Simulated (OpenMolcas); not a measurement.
How basis sets differ on GaHClOF (SMILES [OH][Ga]([F])[Cl])

The species is GaHClOF (5 atoms), meant as a singlet with charge 0. SMILES: `[OH][Ga]([F])[Cl]`. Geometry: relaxed at PBE0-D4/def2-TZVP. This is one conformer, not always the lowest.

Quantity: the HOMO–LUMO gap, in eV. The values are calculated.

| level | kind | program | value (eV) | CPU time |
| --- | --- | --- | --- | --- |
| HF/ANO-R0 (sfX2C) | Hartree–Fock | OpenMolcas | 13.96 | 4.2 s |
| HF/ANO-RCC-MB (DKH2) | Hartree–Fock | OpenMolcas | 14.96 | 7.9 s |
| HF/STO-3G | Hartree–Fock | OpenMolcas | 14.32 | 4 s |
| HF/3-21G | Hartree–Fock | OpenMolcas | 14.71 | 5.2 s |
| HF/def2-SVPD | Hartree–Fock | OpenMolcas | 14.03 | 38 s |

All-electron rows without a relativistic Hamiltonian named are non-relativistic. The values span 13.96 to 14.96 eV. A Hartree–Fock LUMO above zero doesn't converge with the basis: it sinks as sets grow more diffuse. Orbital gaps aren't excitation energies. Times are those of the runs behind each value, whatever else they computed, on shared processors of several kinds: orders of magnitude only.
